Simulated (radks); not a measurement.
C+, configuration 1s1.75 2s2 2p1.25 (fractional occupations, a model configuration). Calculated with a radial shooting solver on a logarithmic mesh with Libxc functionals: Dirac Kohn-Sham, PW91, spin-unpolarised, spherical densities, finite nucleus; open shells fill j = l - 1/2 first; Fermi nuclear charge, rms radius 2.4702 fm. Some entries of the table are withheld. Estimate them.

orbital,occ.,eigenvalue (eV),<1/r> (bohr^-1),r(max) (bohr)
1s1/2,1.75,(1),5.713,(2)
2s1/2,2,-26.9183,(3),(4)
2p1/2,1.25,-18.1731,0.9204,(5)
2p3/2,0,-18.1592,0.9197,(6)

Answer. 
(1) 1s1/2 eigenvalue (eV): -301.0502
(2) 1s1/2 r(max) (bohr): 0.1724
(3) 2s1/2 <1/r> (bohr^-1): 1.016
(4) 2s1/2 r(max) (bohr): 1.140
(5) 2p1/2 r(max) (bohr): 1.052
(6) 2p3/2 r(max) (bohr): 1.053
